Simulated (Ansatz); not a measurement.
Calculated with Ansatz (gas phase, PBE0-D4/def2-TZVP geometries, no zero-point term in ΔE). CCSD(T)/CBS is the MP2 limit (def2-TZVPP, def2-QZVPP) plus CCSD(T) − MP2 in def2-TZVPP, frozen cores. This one scheme is used for every species. DFT in def2-TZVPP. Each species was taken in one conformer, which may not be the lowest.

Consider the cleavage of the Si–Si bond: `[SiH3]O[SiH2][SiH3]` + CH₃OH → `CO[SiH2]O[SiH3]` + SiH₄.

CCSD(T)/CBS gives -121.5 kJ/mol.

(1) Another level gave -105.0 kJ/mol. Which?
A. ωB97M-V/def2-TZVPP
B. PBE/def2-TZVPP
C. PBE0/def2-TZVPP
D. PBE-QIDH/def2-TZVPP

(2) What do rigid-rotor, harmonic-oscillator terms from PBE0-D4/def2-TZVP frequencies (298.15 K, 1 bar) make of the CCSD(T)/CBS value? (An estimate is asked.)

Largest T1 diagnostic among the species: 0.012.

Results:

(1) C. PBE0 -105.0, PBE -98.8, ωB97M-V -125.8, PBE-QIDH -118.2 kJ/mol.

(2) The calculation gave: ΔZPE = -4.9 kJ/mol, ΔH = -126.9 kJ/mol, ΔS = -31 J/(mol·K), ΔG = -117.7 kJ/mol. Modes under 50 cm⁻¹ make the entropy rough.

From PBE to PBE0 (25 % exact exchange), in def2-TZVPP and without D4, ΔE moves by −6.1 kJ/mol. In def2-TZVPP, CCSD(T) changes the Hartree–Fock value by +18.3 kJ/mol (the triples alone add +1.9 kJ/mol) and MP2 by +10.7 kJ/mol. Leaving LDA and LC-ωPBE aside and taking each functional with its dispersion term where it has one, the values, not all of them listed here, spread over 30.6 kJ/mol, from BHLYP-D4 to PBE-D4. LDA lies −6.5 kJ/mol from PBE without D4.
